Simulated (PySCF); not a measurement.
# Ionisation energy of Fe¹¹⁺ by level of theory

Fe¹¹⁺ [Ne] 3s2 3p3 [3p1/2^2 3p3/2^1, M_J = 3/2] → Fe¹²⁺ [Ne] 3s2 3p2 [3p1/2^2, M_J = 0], as a difference of total energies. All numbers are calculated (PySCF 2.14, the two-component X2C-1e Hamiltonian, in an uncontracted even-tempered set (20 s from 0.76 bohr⁻², ratio 2.4; 13 p from 0.98 bohr⁻², ratio 2.4; 5 d from 5 bohr⁻², ratio 2.6; 4 f from 7.5 bohr⁻², ratio 2.6)). Correlated levels: 1s2 frozen; the 52 highest virtual spinors dropped. "Screened" scales the spin-orbit matrix elements by Boettger's factors to mimic the two-electron term; Breit and QED terms are absent.

```
                    method  ionisation energy (eV)
           GHF (spin-free)                  328.19
          GMP2 (spin-free)                  328.65
 GHF (screened spin-orbit)                  327.25
GMP2 (screened spin-orbit)                  327.68
```

Q: How much does correlation contribute at GMP2 (screened spin-orbit)?

A: 327.68 − (327.25) = 0.43 eV, measured against GHF (screened spin-orbit).

The labels give the starting determinants; with spin-orbit coupling the two ends relaxed to ⟨J²⟩ = 3.75, ⟨L²⟩ = 0.04, ⟨S²⟩ = 3.69 and ⟨J²⟩ = 1.28, ⟨L²⟩ = 1.94, ⟨S²⟩ = 1.92.

The determinant of Fe¹²⁺ mixes levels of different J (the jj label is only the starting occupation), so the difference between spin-free and spin-orbit rows is not the physical spin-orbit shift.

For comparison: 330.8 ± 0.6 eV (semi-empirical (NIST evaluation); NIST Atomic Spectra Database, ionization energies).
